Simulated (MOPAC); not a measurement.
Input file for MOPAC: PM7 on CH4BClO (SMILES CB(O)Cl), a point of a torsion scan.

```
PM7 1SCF PRECISE CHARGE=0 THREADS=1
CH4BClO

C     -0.87612489 1    -0.20422802 1     0.03894946 1
B      0.65637181 1     0.21944300 1    -0.01962556 1
O      1.54466134 1    -0.26457789 1    -0.89460839 1
Cl     1.28235676 1     1.39952774 1     1.08168560 1
H     -1.43902844 1     0.31459016 1    -0.73621696 1
H     -1.00951441 1    -1.27031946 1    -0.13586614 1
H     -1.34176151 1     0.04184456 1     0.98810673 1
H      1.24888818 1    -0.91908899 1    -1.52751257 1
```

Program output:

```
*******************************************************************************
 **                                                                           **
 **                              MOPAC v23.2.5                                **
 **                                                                           **
 *******************************************************************************
 ** MOPAC's Digital Object Identifier: https://doi.org/10.5281/zenodo.6511958 **
 **                                                                           **
 ** Please cite the open-source release paper for use of this MOPAC version:  **
 ** J. E. Moussa and J. J. P. Stewart (2026)                                  **
 ** MOPAC: An open-source semiempirical molecular orbital program             **
 ** J. Open Source Softw., 11(119), 8025, https://doi.org/10.21105/joss.08025 **
 *******************************************************************************

                              PM7 CALCULATION RESULTS

 *******************************************************************************
 *  PM7        - The PM7 Hamiltonian to be used
 *
 *
 *
 *                 CHARGE ON SYSTEM = 0
 *
 *
 *
 *  PRECISE    - TIGHTER CRITERIA TO BE USED
 *  1SCF       - DO 1 SCF AND THEN STOP
 *  THREADS=1  - MULTI-THREADING NOT USED
 *  T=         - A TIME OF 172800.0 SECONDS REQUESTED
 *  DUMP=N     - RESTART FILE WRITTEN EVERY 7200.0 SECONDS REQUESTED
 *******************************************************************************
PM7 1SCF PRECISE CHARGE=0 THREADS=1
 CH4BClO

   ATOM   CHEMICAL          X               Y               Z
  NUMBER   SYMBOL      (ANGSTROMS)     (ANGSTROMS)     (ANGSTROMS)

     1       C         -0.87612489  *  -0.20422802  *   0.03894946  *
     2       B          0.65637181  *   0.21944300  *  -0.01962556  *
     3       O          1.54466134  *  -0.26457789  *  -0.89460839  *
     4      Cl          1.28235676  *   1.39952774  *   1.08168560  *
     5       H         -1.43902844  *   0.31459016  *  -0.73621696  *
     6       H         -1.00951441  *  -1.27031946  *  -0.13586614  *
     7       H         -1.34176151  *   0.04184456  *   0.98810673  *
     8       H          1.24888818  *  -0.91908899  *  -1.52751257  *



          CARTESIAN COORDINATES

    NO.       ATOM           X           Y           Z

     1         C         -0.8761     -0.2042      0.0389
     2         B          0.6564      0.2194     -0.0196
     3         O          1.5447     -0.2646     -0.8946
     4        Cl          1.2824      1.3995      1.0817
     5         H         -1.4390      0.3146     -0.7362
     6         H         -1.0095     -1.2703     -0.1359
     7         H         -1.3418      0.0418      0.9881
     8         H          1.2489     -0.9191     -1.5275

 General Reference for PM7:
 "Optimization of Parameters for Semiempirical Methods VI: More Modifications to the
 NDDO Approximations and Re-optimization of Parameters", J. J. P. Stewart, J. Mol. Mod., 1:32, 19 (2013)
 https://link.springer.com/article/10.1007/s00894-012-1667-x

           Empirical Formula: C H4 O B Cl  =     8 atoms



      MOLECULAR POINT GROUP   :   C1


      RHF CALCULATION, NO. OF DOUBLY OCCUPIED LEVELS = 12


 -------------------------------------------------------------------------------
 PM7 1SCF PRECISE CHARGE=0 THREADS=1
 CH4BClO



     1SCF WAS SPECIFIED, SO BFGS WAS NOT USED
     SCF FIELD WAS ACHIEVED


                              PM7 CALCULATION
                                                       MOPAC v23.2.5 Linux




          FINAL HEAT OF FORMATION =       -117.12685 KCAL/MOL =    -490.05875 KJ/MOL


          COSMO AREA              =        105.91 SQUARE ANGSTROMS
          COSMO VOLUME            =         90.34 CUBIC ANGSTROMS

          IONIZATION POTENTIAL    =         10.683195 EV
          HOMO LUMO ENERGIES (EV) =        -10.683 -0.491
          NO. OF FILLED LEVELS    =         12
          MOLECULAR WEIGHT        =         78.3050         POINT GROUP:  C1

          MOLECULAR DIMENSIONS (Angstroms)

            Atom       Atom       Distance
            H     8    H     7     3.73674
           Cl     4    H     6     3.72241
            H     5   Cl     4     1.58119


          SCF CALCULATIONS        =          1





   ATOM   CHEMICAL          X               Y               Z
  NUMBER   SYMBOL      (ANGSTROMS)     (ANGSTROMS)     (ANGSTROMS)

     1       C         -0.87612489  *  -0.20422802  *   0.03894946  *
     2       B          0.65637181  *   0.21944300  *  -0.01962556  *
     3       O          1.54466134  *  -0.26457789  *  -0.89460839  *
     4      Cl          1.28235676  *   1.39952774  *   1.08168560  *
     5       H         -1.43902844  *   0.31459016  *  -0.73621696  *
     6       H         -1.00951441  *  -1.27031946  *  -0.13586614  *
     7       H         -1.34176151  *   0.04184456  *   0.98810673  *
     8       H          1.24888818  *  -0.91908899  *  -1.52751257  *

                             CARTESIAN COORDINATES

   1    C       -0.876124890    -0.204228020     0.038949460
   2    B        0.656371810     0.219443000    -0.019625560
   3    O        1.544661340    -0.264577890    -0.894608390
   4   Cl        1.282356760     1.399527740     1.081685600
   5    H       -1.439028440     0.314590160    -0.736216960
   6    H       -1.009514410    -1.270319460    -0.135866140
   7    H       -1.341761510     0.041844560     0.988106730
   8    H        1.248888180    -0.919088990    -1.527512570


           Empirical Formula: C H4 O B Cl  =     8 atoms



      MOLECULAR POINT GROUP   :   C1


                  EIGENVALUES
 -30.27423 -25.29137 -24.54742 -18.74926 -15.08658 -14.63914 -14.53347 -13.17851
 -13.05092 -11.92385 -11.13308 -10.68320  -0.49131   0.88179   2.17358   3.67806
   5.52600   5.59358   5.69000   6.92915  70.40649  70.44598  70.66988  70.73737
  70.78504


              NET ATOMIC CHARGES AND DIPOLE CONTRIBUTIONS

  ATOM NO.   TYPE          CHARGE      No. of ELECS.   s-Pop       p-Pop       d-Pop
    1          C          -0.575361        4.5754     1.05575     3.51961
    2          B           0.431170        2.5688     0.70956     1.85927
    3          O          -0.524791        6.5248     1.74412     4.78067
    4         Cl          -0.158022        7.1580     1.98625     5.16733     0.00444
    5          H           0.161411        0.8386     0.83859
    6          H           0.151308        0.8487     0.84869
    7          H           0.163696        0.8363     0.83630
    8          H           0.350588        0.6494     0.64941
 DIPOLE           X         Y         Z       TOTAL
 POINT-CHG.    -1.888    -1.571    -1.179     2.724
 HYBRID         0.020    -0.391    -0.476     0.616
 SUM           -1.868    -1.961    -1.655     3.174


          ATOMIC ORBITAL ELECTRON POPULATIONS

     Atom    s        px        py        pz      x^2-y^2     xz        z^2       yz        xy
    1  C   1.05575   1.16692   1.16816   1.18453
    2  B   0.70956   0.77358   0.54283   0.54286
    3  O   1.74412   1.66466   1.58492   1.53109
    4 Cl   1.98625   1.88438   1.61775   1.66520   0.00053   0.00053   0.00068   0.00190   0.00080
    5  H   0.83859
    6  H   0.84869
    7  H   0.83630
    8  H   0.64941

 **********************
 *                    *
 * JOB ENDED NORMALLY *
 *                    *
 **********************




 == MOPAC DONE ==
```

The run finished.

Cost: about 0.03 core-seconds (a rough figure).
